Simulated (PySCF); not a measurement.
The dipole of `[SiH2]1C=C([C@@H]1Cl)C=O` from its density and from atomic charges.

Coordinates (GFN2-xTB, Å) and charges (e) from the PBE0/pcSseg-1 density (PySCF):

```json
{"atom": "O1", "x": "2.633", "y": "1.069", "z": "0.353", "Mulliken": "-0.3311", "IAO": "-0.3681", "Hirshfeld": "-0.2112", "ESP-fitted": "-0.4067"}
{"atom": "C2", "x": "2.036", "y": "0.028", "z": "0.258", "Mulliken": "+0.3681", "IAO": "+0.2455", "Hirshfeld": "+0.1188", "ESP-fitted": "+0.4038"}
{"atom": "C3", "x": "0.601", "y": "-0.111", "z": "0.030", "Mulliken": "-0.2135", "IAO": "-0.0286", "Hirshfeld": "-0.0101", "ESP-fitted": "+0.1589"}
{"atom": "C4", "x": "-0.102", "y": "-1.222", "z": "-0.266", "Mulliken": "-0.2621", "IAO": "-0.3764", "Hirshfeld": "-0.1089", "ESP-fitted": "-0.4388"}
{"atom": "Si5", "x": "-1.772", "y": "-0.329", "z": "-0.388", "Mulliken": "+0.7476", "IAO": "+0.7675", "Hirshfeld": "+0.3600", "ESP-fitted": "+0.6270"}
{"atom": "C6", "x": "-0.420", "y": "0.998", "z": "0.048", "Mulliken": "-0.4149", "IAO": "-0.3617", "Hirshfeld": "-0.0867", "ESP-fitted": "-0.4987"}
{"atom": "Cl7", "x": "-0.573", "y": "1.726", "z": "1.676", "Mulliken": "-0.1099", "IAO": "-0.1059", "Hirshfeld": "-0.0801", "ESP-fitted": "-0.0927"}
{"atom": "H8", "x": "2.563", "y": "-0.947", "z": "0.326", "Mulliken": "+0.0693", "IAO": "+0.1017", "Hirshfeld": "+0.0423", "ESP-fitted": "+0.0021"}
{"atom": "H9", "x": "0.299", "y": "-2.216", "z": "-0.389", "Mulliken": "+0.0832", "IAO": "+0.1592", "Hirshfeld": "+0.0515", "ESP-fitted": "+0.1872"}
{"atom": "H10", "x": "-2.349", "y": "-0.220", "z": "-1.723", "Mulliken": "-0.0683", "IAO": "-0.1085", "Hirshfeld": "-0.0618", "ESP-fitted": "-0.1025"}
{"atom": "H11", "x": "-2.723", "y": "-0.595", "z": "0.679", "Mulliken": "-0.0523", "IAO": "-0.0972", "Hirshfeld": "-0.0577", "ESP-fitted": "-0.0863"}
{"atom": "H12", "x": "-0.192", "y": "1.819", "z": "-0.629", "Mulliken": "+0.1839", "IAO": "+0.1726", "Hirshfeld": "+0.0440", "ESP-fitted": "+0.2464"}
```

Q: Form Σ q r in debye for every column and set it beside the full dipole.

A: The full density gives (-2.24, -3.19, -2.09) D, 4.42 D in size; dipole vectors point from the negative to the positive end.

| scheme | μx | μy | μz | size (D) | share of the full size (%) | angle to the full dipole (°) |
| --- | --- | --- | --- | --- | --- | --- |
| Mulliken | -4.04 | -3.45 | -2.38 | 5.82 | 132 | 14 |
| IAO | -3.85 | -3.71 | -2.29 | 5.81 | 131 | 11 |
| Hirshfeld | -2.15 | -2.20 | -1.25 | 3.32 | 75 | 10 |
| ESP-fitted | -2.24 | -3.19 | -2.16 | 4.45 | 101 | 1 |

Q: Which set comes closest?

A: Length of the difference vector: ESP-fitted 0.07 D, Hirshfeld 1.30 D, IAO 1.70 D, Mulliken 1.84 D. Closest: ESP-fitted. 

Q: What is left for the Hirshfeld atoms' own dipoles?

A: The Hirshfeld atoms' densities add up to the full density, so μ = Σ q r + Σ (atomic dipoles). The atomic dipoles sum to (-2.24, -3.19, -2.09) − (-2.15, -2.20, -1.25) = (-0.09, -0.99, -0.84) D, 1.30 D in size.

Q: With the origin at the mean of the coordinates, (0.000, 0.000, -0.002) Å, which are the largest single terms, by size, of the ESP-fitted dipole along the direction of the full one?

A: O1 +4.44, Si5 +3.97, C2 -2.28, C4 -2.23, H9 +1.47 D; all 12 atoms together +4.45 D. The single terms depend on the origin, their sum doesn't.

Q: Give the size of the full dipole in other units.

A: 4.42 D = 1.741 au = 0.921 e·Å = 14.76 × 10⁻³⁰ C·m.

Geometry: GFN2-xTB, one conformer, isolated molecule.

Shape of the structure used: `[O:1]=[CH:2][C:3]1=[CH:4][SiH2:5][C@H:6]1[Cl:7]`: O1–C2–C3–C4 170°.
